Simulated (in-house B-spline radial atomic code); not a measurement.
**Br IV (Br3+): [Ar] 3d10 4s2 4p2**

Computed with a radial B-spline atomic code at the basis-set limit: non-relativistic BLYP, spin-polarised, spherical fractional occupations, point nucleus.

Z_r = [3n² - l(l+1)]/(2<r>); Z_e = n√(-2ε); the last column is Slater's effective charge. Values are occupation-weighted means over spin.

```csv
shell,electrons,ε (eV),<r> (bohr),Z_r,Z_e,Slater
1s,2,-13130,0.04368,34.34,31.06,34.70
2s,2,-1720.4,0.1937,30.97,22.49,30.85
2p,6,-1554.9,0.1671,29.92,21.38,30.85
3s,2,-267.45,0.5623,24.01,13.30,23.75
3p,6,-209.56,0.5683,21.99,11.77,23.75
3d,10,-106.28,0.5854,17.94,8.38,13.85
4s,2,-52.974,1.571,15.28,7.89,8.65
4p,2,-40.613,1.767,13.02,6.91,8.65
```

The least bound orbital is 4p up at -40.61 eV, and it is also the most diffuse (<r> = 1.767 bohr).

The density falls to 0.001 bohr⁻³ at 3.3 bohr; Σ<r²> = 20.21 bohr² gives, by the non-relativistic formula and without the paramagnetism of open shells, a Langevin diamagnetic susceptibility of -16.01×10⁻⁶ cm³/mol.
